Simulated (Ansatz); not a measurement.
Isolated molecules relaxed with PBE0-D4/def2-TZVP in Ansatz; ΔE leaves out vibrations. CCSD(T)/CBS adds triple-zeta CCSD(T) − MP2 to the extrapolated MP2 energy (def2 sets, frozen cores). Functionals use def2-TZVPP. B3LYP here is the variant with VWN-RPA as its local correlation; programs differ in this. One conformer a species, not always the lowest.

Reaction (formal exchange of groups at a B–B bond): `CB([SiH3])BCl` + `N[SiH2]F` → `N[SiH](F)BCl` + `CB[SiH3]`

`CB([SiH3])BCl`:

```xyz
12

C    -0.055    0.618    1.553
B     0.219   -0.085    0.188
Si   -1.177    0.082   -1.279
B     1.544   -0.985   -0.203
Cl    2.871   -0.184   -1.031
H    -0.540   -0.170    2.155
H    -0.763    1.450    1.522
H     0.840    0.911    2.106
H    -1.103   -0.959   -2.341
H    -0.949    1.409   -1.922
H    -2.555    0.076   -0.710
H     1.667   -2.164   -0.038
```

`N[SiH2]F`:

Cartesian coordinates in Å:
```
N -0.211 0.579 0.847
Si 0.165 -0.258 -0.578
F -0.098 -1.840 -0.515
H -1.160 0.802 1.100
H 0.396 0.565 1.650
H 1.612 -0.100 -0.842
H -0.704 0.253 -1.661
```

`N[SiH](F)BCl`:

Z-matrix (Å, degrees):
```
Si
F 1 1.612
B 1 2.019 2 105.5
N 1 1.697 2 114.7 3 118.5
H 1 1.483 2 105.2 3 -123.7
Cl 3 1.745 1 118.2 2 86.7
H 3 1.193 1 126.3 2 -92.9
H 4 1.006 1 123.0 2 79.5
H 4 1.007 1 121.5 2 -78.2
```

`CB[SiH3]`:

```xyz
10

C     1.304   -0.883    0.123
B    -0.160   -0.607   -0.306
Si   -1.156    1.105    0.082
H     1.881   -0.587   -0.773
H     1.543   -1.937    0.286
H     1.688   -0.274    0.943
H    -0.738   -1.442   -0.946
H    -1.803    1.656   -1.144
H    -0.312    2.177    0.683
H    -2.248    0.793    1.053
```

(1) Is it downhill or uphill in electronic energy at CCSD(T)/CBS, and by how much? (Estimate.)

(2) What do these levels give: PBE-D4, r2SCAN-D4, PBE0-D4, PBE0, B3LYP, SCS-MP2/def2-QZVPP? (Best estimate.)

Largest T1 diagnostic among the species: 0.013.

Results:

(1) The calculation gave: Uphill: ΔE = +24.9 kJ/mol.

(2) The calculation gave: PBE-D4 26.9, r2SCAN-D4 29.5, PBE0-D4 26.8, PBE0 26.1, B3LYP 25.7, SCS-MP2/def2-QZVPP 25.9 kJ/mol.

In def2-TZVPP, CCSD(T) changes the Hartree–Fock value by +3.2 kJ/mol (the triples alone add +0.7 kJ/mol) and MP2 by +6.3 kJ/mol.
